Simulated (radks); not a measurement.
Charge is removed step by step from the 6s1/2 level of the terbium ion Tb+, starting from [Xe] 4f9 6s1. Method: Dirac Kohn-Sham, LDA (Slater exchange, Perdew-Wang correlation), spin-unpolarised, spherical densities, finite nucleus; open shells fill j = l - 1/2 first; Fermi nuclear charge, rms radius 5.06 fm; computed with a radial shooting solver on a logarithmic mesh with Libxc functionals. At the starting occupation the eigenvalue is -8.997 eV. Estimate the energy to remove one whole electron from this level, the eigenvalue at the end, and how far E(n) bends from a straight line.

Answer. Delta-SCF 11.720 eV; final eigenvalue -14.324 eV; the deviation from the straight line is -0.678 eV at 0.5 electron removed, the largest on the grid computed. Slater's transition state (half an electron removed) gives 11.738 eV. Integrating minus the eigenvalue over the occupation (Janak's theorem) gives 11.720 eV. The mean slope of the eigenvalue, de/dn, is 5.33 eV per electron. Ionisation energy of Tb+ in the NIST Atomic Spectra Database: 11.51 eV (semi-empirical).

Beside tabulated values, note that spin-unpolarised runs miss the spin-polarisation part of the exchange energy of open shells.
